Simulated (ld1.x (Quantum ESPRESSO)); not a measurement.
**What the settings do to the RRKJ potential of samarium (Sm)**

Base potential:

* Element: samarium (Sm)
* Generator: ld1.x (Quantum ESPRESSO) 7.5
* Type: norm-conserving RRKJ (Kleinman–Bylander form)
* Functional: PBE
* Relativity: scalar-relativistic
* Frozen core: [Kr] 4d10 4f5
* Valence charge: 11
* Reference configuration: 5s2 5p6 5d1 6s1 6p1
* Partial waves: 5p (bound): rc 2.30 bohr; 5d (bound): rc 3.55 bohr; 5s (bound): rc 1.50 bohr
* Local potential: the s channel
* Core correction: none

Occupied shells without a wave of their own: 6p, 6s. They enter only through the test configuration that unscreens the potential.

All-electron outer shells of the reference configuration (PBE, scalar-relativistic, ld1.x):

| shell | level (eV) | outermost node (bohr) | outermost maximum (bohr) |
| --- | --- | --- | --- |
| 4d | -136.69 | 0.28 | 0.58 |
| 5s | -47.97 | 0.68 | 1.25 |
| 5p | -27.23 | 0.73 | 1.42 |
| 4f | -9.20 | – | 0.61 |
| 6s | -4.69 | 1.66 | 3.44 |
| 5d | -3.72 | 0.83 | 1.98 |
| 6p | -1.90 | 1.98 | 4.59 |

Cutoffs, loose and tight: the cutoffs (Ry, on a coarse ladder) from which the occupation-weighted sum of valence levels, in a spherical-Bessel basis at the reference potential, stays within 10 and 1 mRy of its value at 400 Ry. They do not see the model core or the augmentation charge, which bear on the density cutoff. Test errors are all-electron minus pseudo excitation energies from the reference, over the configurations 5s2 5p6 5d1 6s2 6p0; 5s2 5p6 5d1 6s1 6p0; 5s2 5p6 5d1 6s0 6p0; 5s2 5p5 5d1 6s2 6p0; 5s1 5p6 5d1 6s2 6p0; 5s2 5p6 5d0 6s0 6p0; 5s2 5p6 5d1 6s0 6p1. A dash means not determined; rows that change the core or the reference have their own tests.

On the changes marked as counting shells twice: ld1.x takes every shell without a wave as core, so the model core holds the marked electrons as well and exchange and correlation see them twice. This cancels in the reference configuration, but the file is broken for other ones, and its errors say nothing about a proper core correction.

```tsv
change	outcome	cutoff, loose	cutoff, tight	bound ghosts	largest test error (meV)
base	generated	55 Ry	110 Ry	none	-180
wave 5d (bound): rc 3.55 bohr becomes 5d (bound): rc 2.84 bohr	generated	55 Ry	110 Ry	none	-243
local potential all-electron potential smoothed inside 2.55 bohr (lloc = -1)	failed: compute_chi: n is too large	–	–	–	–
wave 5s (bound): rc 1.50 bohr becomes 5s (bound): rc 2.14 bohr	generated, misses its reference levels by 0.98 eV	30 Ry	40 Ry	none	-2182
all radii scaled by about 0.85 (s 1.28, p 1.96, d 3.04 bohr)	generated	60 Ry	110 Ry	none	-166
functional LDA (PZ)	generated	55 Ry	110 Ry	none	-193
reference 5s2 5p6 5d1 6s0 6p0	generated	55 Ry	110 Ry	none	+226
core correction a·sin(br)/r model core inside 0.60 bohr (6p, 6s counted twice)	generated	55 Ry	110 Ry	none	-944
```

**Question.** What comes out with this change to the base: type ultrasoft; waves now 5s (bound): rc 1.50 bohr; 6s (bound): rc 1.50 bohr; 5p (bound): rcut 2.10, rcutus 2.30 bohr; 6p (bound): rcut 2.10, rcutus 2.30 bohr; 5d (bound): rcut 3.10, rcutus 3.55 bohr; 5d channel at 1.15 Ry: rcut 3.10, rcutus 3.55 bohr; local potential all-electron potential smoothed inside 3.55 bohr (lloc = -1); augmentation built from norm-conserving waves at rcut, not smoothed further?

**Answer.** outcome: failed: run_pseudo: Errors in PS-KS equation. Cause: the pseudo-atom solver did not find the valence states with the expected number of nodes, which is the usual sign of a ghost state.
